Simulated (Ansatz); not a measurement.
Diatomic SeO, multiplicity 3 (the spin of the measured ground state). No spin–orbit coupling. Se is treated without relativity.

The constants come from a fifth-degree fit in 1/R (seven points, main isotopes). Runs in def2 and cc sets follow the lowest solution found near the PBE0 minimum.

Run with Ansatz (Gaussian orbitals). Values without a source in brackets are computed.

Energies at CAM-B3LYP/def2-TZVPP:

```csv
R (Å),E (hartree)
1.518572,-2476.84163422
1.559394,-2476.85018952
1.596950,-2476.85423254
1.639405,-2476.85525385
1.681860,-2476.85326977
1.730846,-2476.84808390
1.787997,-2476.83910511
```

Problem. With a reduced mass of 13.3275 u, find the minimum, the force constant and the constants.

Solution. A fifth-degree polynomial in 1/R puts the minimum at r_e = 1.6311 Å with force constant 758 N/m. Then ω_e = (1/2πc)√(k/μ) = 983 cm⁻¹ and B_e = h/(8π²cμr_e²) = 0.4754 cm⁻¹; the cubic and quartic terms give α_e = 0.0028 and ω_e x_e = 3.8 cm⁻¹.

Ansatz is a first-principles code.
